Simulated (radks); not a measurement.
Values are calculated unless marked as measured or tabulated.
Excited configurations of Pm II: one electron is placed in a higher orbital outside [Xe] 4f5. The ground configuration is [Xe] 4f5 6s1. Code: a radial shooting solver on a logarithmic mesh with Libxc functionals. Model: Dirac Kohn-Sham, BLYP, spin-unpolarised, spherical densities, finite nucleus; open shells are shared between the two j in proportion to 2j + 1; Fermi nuclear charge, rms radius 4.962 fm. Excitation = E - E(ground); binding = E(ion) - E, where the ion is the core of charge +2; n* = 2/sqrt(2 binding) in atomic units, and the quantum defect is n - n*. Eigenvalue and <r> are those of j = l + 1/2.

| outer orbital | excitation (eV) | binding (eV) | n* | eigenvalue (eV) | <r> (bohr) |
|---|---|---|---|---|---|
| 5d | 1.350 | 9.701 | 2.368 | -6.014 | 3.077 |
| 5f | 7.637 | 3.414 | 3.993 | -2.340 | 8.738 |
| 6p | 3.124 | 7.927 | 2.620 | -5.723 | 4.998 |
| 6d | 6.479 | 4.572 | 3.450 | -3.366 | 7.726 |
| 7s | 5.709 | 5.342 | 3.192 | -4.172 | 7.945 |
| 7p | 6.730 | 4.321 | 3.549 | -3.278 | 9.410 |
| 7d | 8.159 | 2.892 | 4.338 | -2.186 | 13.20 |

The Delta-SCF ionisation energy is 11.051 eV (NIST Atomic Spectra Database: 10.94 eV, semi-empirical). Self-interaction in the functional shifts the binding energies and quantum defects, so they are the method's values and not measured ones. Spin polarisation and multiplet splitting are left out, so open shells lie too high by an amount that depends on their filling. Sharing an open shell by 2j + 1 raises it above the true ground level by a part of the spin-orbit splitting, which enters the differences from NIST.

Beside tabulated values, note that spin-unpolarised runs miss the spin-polarisation part of the exchange energy of open shells.
